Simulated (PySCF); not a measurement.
Si(F)(NHMe)(OH)2 (CH6FNO2Si), SMILES O[Si](F)(O)NC.

The structure is a stationary point at PBE0-D3(BJ)/def2-SVP. The structure was generated by enumeration, and PubChem lists no compound with its InChIKey, so it may never have been made. One conformer was computed; it need not be the lowest.

All values below come from PBE0-D3(BJ)/def2-SVP run with PySCF 2.14.0.

Frequencies are harmonic and unscaled.

Computed harmonic wavenumbers and intensities:
```tsv
mode	ν (cm⁻¹)	IR (km/mol)	moving atoms (share of kinetic energy)
1	82	1.0	C 26 %, H 23 %, F 19 %, N 18 %, O 11 %
2	144	5.0	H 81 %, O 9 %
3	166	1.3	H 35 %, O 34 %, C 23 %
4	213	45.1	H 42 %, O 25 %, F 17 %, N 15 %
5	255	26.7	H 50 %, O 22 %, F 12 %, N 8 %
6	304	49.7	H 53 %, O 24 %, F 13 %
7	334	22.2	H 40 %, O 19 %, F 18 %, N 9 %, Si 9 %
8	346	36.9	H 28 %, O 24 %, Si 16 %, N 16 %, F 16 %
9	368	99.3	O 42 %, H 22 %, F 17 %, Si 14 %
10	444	68.4	O 28 %, Si 21 %, N 21 %, H 15 %, C 10 %
11	478	124.1	H 82 %, N 12 %
12	730	3.7	O 33 %, N 28 %, F 18 %, H 13 %
13	808	133.2	H 74 %, O 23 %
14	813	167.9	H 60 %, F 16 %, O 16 %
15	923	145.9	Si 40 %, O 29 %, H 20 %
16	960	291.9	Si 46 %, F 26 %, H 13 %, O 11 %
17	988	142.7	Si 46 %, O 38 %, H 14 %
18	1099	29.1	H 79 %, C 10 %
19	1147	0.4	H 76 %, C 19 %
20	1191	105.3	N 38 %, C 32 %, H 27 %
21	1413	102.2	H 59 %, N 29 %, C 10 %
22	1450	14.8	H 84 %, C 16 %
23	1472	3.9	H 97 %
24	1502	11.9	H 94 %
25	3022	75.2	H 97 %
26	3092	36.0	H 90 %, C 10 %
27	3147	11.9	H 91 %, C 9 %
28	3653	34.5	H 93 %
29	3937	138.8	H 94 %
30	3942	80.1	H 94 %
```
